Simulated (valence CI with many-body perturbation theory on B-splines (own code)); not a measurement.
**Which ion has this spectrum?**

A relativistic CI+MBPT calculation for an atom or ion with 24 electrons gives these levels (eV):

| J | Parity | E | g |
| --- | --- | --- | --- |
| 4 | even | 0.000 | 1.31 |
| 2 | even | 5.439 | 1.33 |
| 0 | even | 15.441 |  |
| 3 | even | 19.489 | 1.40 |
| 4 | even | 22.603 | 1.14 |
| 1 | even | 22.858 | 1.37 |
| 5 | even | 28.254 | 1.12 |
| 6 | even | 28.300 | 1.11 |
| 2 | even | 32.607 | 0.93 |
| 3 | even | 33.374 | 1.04 |
| 2 | even | 40.748 | 1.20 |
| 4 | even | 42.257 | 1.03 |
| 0 | even | 42.321 |  |
| 1 | even | 42.809 | 1.00 |

The energies are calculated, and their last digits are not significant.

(1) Which is it?
A. Nd36+
B. Pm37+
C. La33+
D. Pr35+

## Answers

(1) A. Nd36+, ground level (3d3/2^4 3d5/2^2) J=4.
